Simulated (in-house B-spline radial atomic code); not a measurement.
The calcium ion Ca⁺ is squeezed into an impenetrable sphere of radius R (the orbitals vanish at R). No spin polarisation. Method: non-relativistic Hartree-Fock, average of configuration, point nucleus. Calculated with a B-spline radial code for spherical atoms.

Energies in eV above the free ion in [Ar] 4s1:

```tsv
R (bohr)	highest level (eV)	[Ar] 4s1	[Ne] 3s2 3p5 4s1 4d1	[Ne] 3s1 3p6 3d1 4s1	-dE/dV in [Ar] 4s1 (GPa)
9.75	-11.3	0.01208	36.6	50.76	0.0142
6.59	-10.8	0.5233	39.89	51.21	1.14
5.11	-8.79	2.581	47.12	53.21	9.17
4	-2.68	8.961	63.89	61.06	57.6
3.68	1.27	13.29	73.59	65.63	108
2.98	19.3	35.45	115.2	89.22	533
2.53	46.5	75.3	177.9	131.4	1830
2.05	112	192.7	339.3	253.1	8360
1.85	162	298.8	474.5	361.1	17000
1.47	346	752.7	1017	813.8	78400
```

Does [Ne] 3s2 3p5 4s1 4d1 fall below [Ar] 4s1 under compression?

No, it stays above over the whole range.

Does [Ne] 3s1 3p6 3d1 4s1 fall below [Ar] 4s1 under compression?

No, it stays above over the whole range.

The highest level is first positive in the row R = 3.68 bohr, pushed up by confinement above the zero of the free ion's potential. Each configuration is held fixed and needn't be the lowest in the sphere.
